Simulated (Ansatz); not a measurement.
Z-matrix (Å, degrees):
```
C
B 1 1.568
H 1 1.096 2 109.1
H 1 1.096 2 109.3 3 -114.4
H 1 1.091 2 117.1 3 122.6
N 2 1.407 1 126.1 3 -121.1
H 2 1.203 1 118.2 3 58.8
Si 6 1.747 2 121.3 1 179.7
C 6 1.457 2 124.2 1 -0.0
H 8 1.479 6 109.9 2 0.5
H 8 1.489 6 109.4 2 121.9
H 8 1.489 6 109.5 2 -120.9
H 9 1.095 6 111.1 2 118.4
H 9 1.088 6 110.9 2 -1.8
H 9 1.095 6 111.0 2 -121.9
```

Charge 0, multiplicity 1.

(1) List the PBE0/def2-TZVPP orbital energies in eV (the Gaussian-basis code of Ansatz). (An estimate is asked.)

Answers

(1) Ansatz gave: Occupied: -1802.70, -391.39, -278.98, -277.25, -184.02, -145.01, -99.68, -99.66, -99.66, -24.88, -19.40, -18.99, -15.43, -13.86, -12.56, -12.51, -11.58, -10.96, -10.53, -9.81, -9.78, -9.66, -8.49, -7.76. Lowest empty: 0.42, 0.52, 1.23, 1.49, 1.71, 1.73, 2.24, 3.02.
